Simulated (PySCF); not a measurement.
How methods differ on the excitation energy of Sb²⁺

Sb²⁺ [Kr] 4d10 5s2 5p1 (2P) → Sb²⁺ [Kr] 4d10 5s1 5p2 (4P), as a difference of total energies. Calculation: PySCF 2.14, in x2c-TZVPPall (8s6p4d2f, 60 functions); scalar relativity by spin-free X2C-1e. Correlated levels: valence: [Kr] 4d10 frozen. The calculations carry no spin-orbit coupling.

```json
{"method": "UHF", "excitation energy (eV)": "5.623"}
{"method": "MP2 (valence)", "excitation energy (eV)": "6.335"}
{"method": "SCS-MP2 (valence)", "excitation energy (eV)": "6.595"}
{"method": "CCSD (valence)", "excitation energy (eV)": "6.573"}
{"method": "CCSD(T) (valence)", "excitation energy (eV)": "6.587"}
```

Question: How much does correlation contribute at CCSD(T) (valence)?

Answer: 6.587 − (5.623) = 0.964 eV, measured against UHF.
